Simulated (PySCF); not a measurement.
Vertical excitations of a molecule CH7FO2Si2 from PySCF with TDDFT-PBE/def2-SVPD, as energy in eV (oscillator strength): 6.68 (0.040), 7.12 (0.003), 7.22 (0.014), 7.33 (0.005), 7.46 (0.065), 7.56 (0.027), 7.69 (0.028), 7.88 (0.004), 7.98 (0.028), 7.99 (0.027). Lowest triplet (TDA): 6.51 eV. Geometry: B3LYP-D3(BJ)/def2-SVP. The values are those of a single conformer.

Pick the molecule that these values belong to.
(A) O[Si](O)(F)C[SiH3]
(B) O[SiH2]O[SiH2]CF
(C) CO[SiH2][Si@@H](O)F
(D) OC[Si@@H](F)O[SiH3]

A, O[Si](O)(F)C[SiH3]
